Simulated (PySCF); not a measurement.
# How the method changes the constants of SbF⁺

State: ²Π (doublet), unpaired electrons π ↑. Set-up: PySCF, scalar-relativistic core potentials, basis sets Sb aug-cc-pVDZ-PP with ECP28, F aug-cc-pVDZ. De refers to Sb⁺ + F in their high-spin ground configurations, without counterpoise correction. The functionals are run spin-unrestricted. A positive dipole points towards F; it is taken about the centre of mass and depends on that origin.

```tsv
Level	Re (Å)	ωe (cm⁻¹)	De (eV)	μ (D)
UHF	1.851	759	2.11	-3.27
UHF-MP2	1.881	710	4.28	n/a
UHF-SCS-MP2	1.882	707	4.09	n/a
UHF-CCSD	1.876	718	3.82	n/a
UHF-CCSD(T)	1.883	703	3.98	n/a
PBE	1.906	666	4.62	-2.73
r²SCAN	1.884	699	4.33	-2.74
PBE0	1.879	709	4.12	-2.91
B97-3	1.886	698	4.15	-3.03
BHandHLYP	1.866	731	3.69	-3.13
M06-2X	1.877	722	3.90	-3.16
```

The bond length runs from 1.851 Å (UHF) to 1.906 Å (PBE). De spans 2.11 eV (UHF, mean field) to 4.62 eV (PBE, GGA). Correlation at CCSD(T) changes the Hartree–Fock bond energy by +1.87 eV; the triples alone change it by +0.16 eV.

Correlated steps freeze 5 core orbitals. Correlated levels converge slowly with the basis: in double zeta they bind strong bonds too weakly, by up to about 1 eV, and carry superposition errors of some tenths. These are scalar-relativistic numbers at best; spin–orbit coupling would shift them, the dissociation energy most. For an ion De counts to the pair picked by the measured ionisation energies or electron affinities, which need not be the lowest pair at this level. The state is the lowest determinant that a PBE0 search found; another state may lie lower at other levels.
